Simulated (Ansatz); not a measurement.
Relaxation of Li₇Al (charge 0, singlet) with RKS PBE0-D4/def2-TZVP in Ansatz.

Positions (Å) and forces (eV/Å) at steps 36, 37, 38, 39, 40, 41, 42, 43, 44, 46, 49, 50, 52, 54 of 54:

```xyz
8
step=36 energy=-8023.0656 eV
Al    0.390    0.341   -1.213    0.003    0.009    0.033
Li    1.275   -1.572    0.572   -0.025   -0.009   -0.044
Li    1.331    0.987    1.316   -0.017   -0.005   -0.011
Li   -1.788    0.826   -2.682    0.039   -0.019    0.062
Li   -0.641    2.692   -0.582    0.010   -0.159    0.029
Li   -1.347   -0.171    0.828   -0.018    0.036   -0.090
Li    1.619   -1.179    3.550   -0.004    0.047   -0.048
Li   -0.838   -1.924   -1.789    0.012    0.099    0.068
8
step=37 energy=-8023.0722 eV
Al    0.401    0.340   -1.214   -0.008    0.002    0.011
Li    1.279   -1.573    0.569   -0.027   -0.006   -0.030
Li    1.330    0.988    1.314   -0.017   -0.012   -0.001
Li   -1.795    0.822   -2.655    0.035   -0.016    0.051
Li   -0.635    2.679   -0.576    0.008   -0.131    0.027
Li   -1.358   -0.162    0.805   -0.008    0.030   -0.075
Li    1.612   -1.172    3.545    0.000    0.043   -0.042
Li   -0.834   -1.923   -1.788    0.015    0.090    0.058
8
step=38 energy=-8023.0659 eV rejected
Al    0.445    0.333   -1.233   -0.013    0.003   -0.014
Li    1.253   -1.589    0.574    0.032    0.007    0.074
Li    1.320    0.973    1.310   -0.004   -0.024    0.024
Li   -1.806    0.819   -2.564   -0.024    0.059   -0.038
Li   -0.619    2.606   -0.520    0.003    0.015    0.007
Li   -1.411   -0.123    0.691    0.004    0.032    0.060
Li    1.635   -1.113    3.536    0.013    0.017   -0.012
Li   -0.818   -1.907   -1.793   -0.012   -0.108   -0.101
8
step=39 energy=-8023.0745 eV
Al    0.421    0.332   -1.225    0.011   -0.027   -0.005
Li    1.265   -1.582    0.573   -0.010   -0.004    0.007
Li    1.326    0.979    1.312    0.085   -0.092    0.092
Li   -1.794    0.827   -2.617   -0.037   -0.064   -0.068
Li   -0.632    2.629   -0.538   -0.022    0.261   -0.042
Li   -1.382   -0.136    0.752   -0.038   -0.117    0.035
Li    1.626   -1.134    3.539    0.007    0.028   -0.023
Li   -0.830   -1.916   -1.796    0.003    0.015    0.005
8
step=40 energy=-8023.0791 eV
Al    0.416    0.338   -1.217    0.010    0.042    0.022
Li    1.247   -1.587    0.578    0.084    0.011    0.097
Li    1.337    0.970    1.325   -0.027   -0.004   -0.016
Li   -1.787    0.818   -2.643   -0.016    0.112    0.000
Li   -0.639    2.656   -0.545    0.010   -0.097    0.015
Li   -1.390   -0.151    0.755   -0.026    0.111    0.074
Li    1.646   -1.135    3.538    0.006    0.022   -0.017
Li   -0.829   -1.909   -1.791   -0.041   -0.197   -0.175
8
step=41 energy=-8023.0808 eV
Al    0.411    0.331   -1.213   -0.013    0.008    0.011
Li    1.242   -1.590    0.590   -0.024   -0.007   -0.028
Li    1.337    0.968    1.325   -0.027   -0.004   -0.017
Li   -1.785    0.828   -2.649    0.029   -0.011    0.041
Li   -0.638    2.655   -0.539    0.010   -0.100    0.012
Li   -1.398   -0.151    0.758    0.003    0.020   -0.059
Li    1.662   -1.124    3.544    0.006    0.020   -0.016
Li   -0.831   -1.917   -1.816    0.017    0.072    0.055
8
step=42 energy=-8023.0834 eV
Al    0.417    0.330   -1.214   -0.008   -0.007    0.007
Li    1.228   -1.595    0.598   -0.018   -0.004   -0.019
Li    1.325    0.962    1.328    0.008   -0.026    0.015
Li   -1.784    0.830   -2.637    0.006   -0.028    0.004
Li   -0.633    2.645   -0.534    0.001    0.017   -0.005
Li   -1.416   -0.143    0.734   -0.010   -0.023   -0.030
Li    1.689   -1.114    3.545    0.007    0.016   -0.011
Li   -0.826   -1.915   -1.821    0.013    0.054    0.040
8
step=43 energy=-8023.0851 eV
Al    0.418    0.330   -1.210   -0.003   -0.002    0.000
Li    1.207   -1.600    0.611   -0.002    0.001   -0.001
Li    1.306    0.954    1.343    0.000   -0.017    0.005
Li   -1.791    0.825   -2.623    0.005   -0.005    0.009
Li   -0.618    2.655   -0.541    0.003   -0.022    0.000
Li   -1.441   -0.137    0.702   -0.017    0.005   -0.015
Li    1.731   -1.112    3.549    0.007    0.012   -0.010
Li   -0.812   -1.916   -1.832    0.007    0.026    0.012
8
step=44 energy=-8023.0883 eV
Al    0.424    0.327   -1.195    0.018   -0.010    0.007
Li    1.125   -1.623    0.664    0.036    0.016    0.051
Li    1.236    0.923    1.395    0.009   -0.014    0.011
Li   -1.802    0.819   -2.585   -0.054    0.055   -0.093
Li   -0.572    2.672   -0.556    0.010    0.022    0.015
Li   -1.541   -0.111    0.590   -0.033    0.016    0.076
Li    1.900   -1.091    3.563    0.007   -0.003   -0.011
Li   -0.770   -1.916   -1.876    0.008   -0.082   -0.056
8
step=46 energy=-8023.0902 eV
Al    0.421    0.323   -1.190    0.001   -0.007    0.007
Li    1.112   -1.620    0.678    0.010   -0.002    0.009
Li    1.226    0.917    1.403    0.006    0.000    0.007
Li   -1.791    0.826   -2.610   -0.001    0.004   -0.013
Li   -0.576    2.669   -0.554   -0.001   -0.008    0.001
Li   -1.557   -0.108    0.588   -0.021    0.006   -0.002
Li    1.937   -1.093    3.563    0.004    0.000   -0.013
Li   -0.772   -1.915   -1.878    0.002    0.007    0.005
8
step=49 energy=-8023.0946 eV
Al    0.409    0.304   -1.131   -0.008   -0.009    0.010
Li    1.000   -1.634    0.769    0.015   -0.014    0.015
Li    1.116    0.891    1.491    0.035   -0.016    0.041
Li   -1.687    0.854   -2.721    0.004   -0.028   -0.004
Li   -0.587    2.661   -0.540   -0.009    0.075   -0.015
Li   -1.720   -0.067    0.478   -0.010   -0.029   -0.020
Li    2.246   -1.092    3.527   -0.016    0.006   -0.037
Li   -0.777   -1.917   -1.872   -0.010    0.013    0.010
8
step=50 energy=-8023.0946 eV
Al    0.402    0.305   -1.106   -0.011    0.000    0.001
Li    0.978   -1.644    0.788    0.022    0.003    0.032
Li    1.092    0.888    1.520   -0.003    0.007   -0.001
Li   -1.652    0.854   -2.754    0.022    0.015    0.041
Li   -0.596    2.673   -0.543   -0.011   -0.070    0.003
Li   -1.763   -0.058    0.450    0.013    0.033   -0.025
Li    2.321   -1.098    3.508   -0.023    0.009   -0.044
Li   -0.782   -1.920   -1.862   -0.008    0.004   -0.006
8
step=52 energy=-8023.0952 eV rejected
Al    0.409    0.298   -1.118    0.001   -0.012   -0.005
Li    1.009   -1.640    0.779   -0.012   -0.001   -0.012
Li    1.118    0.897    1.501    0.040   -0.045    0.048
Li   -1.667    0.858   -2.725   -0.011   -0.056   -0.037
Li   -0.600    2.658   -0.542    0.002    0.147   -0.018
Li   -1.731   -0.063    0.468   -0.019   -0.073   -0.002
Li    2.254   -1.090    3.509   -0.003    0.002   -0.013
Li   -0.791   -1.918   -1.872    0.002    0.039    0.039
8
step=54 energy=-8023.0964 eV
Al    0.405    0.299   -1.104   -0.001    0.000   -0.006
Li    0.997   -1.644    0.790   -0.003    0.005    0.005
Li    1.104    0.893    1.517    0.002   -0.012    0.008
Li   -1.646    0.857   -2.741    0.002   -0.009   -0.003
Li   -0.604    2.665   -0.543    0.001    0.010    0.000
Li   -1.757   -0.056    0.447    0.002   -0.010   -0.003
Li    2.296   -1.094    3.495   -0.005    0.003   -0.014
Li   -0.793   -1.919   -1.862    0.001    0.014    0.013
```

The restricted singlet is unstable towards broken spin symmetry in Hartree–Fock (as tested in another run); at PBE0-D4/def2-TZVP this wasn't settled. Another isomer (singlet) lies 0.26 eV lower at PBE0-D4/def2-TZVP; other spin states weren't run for this one.
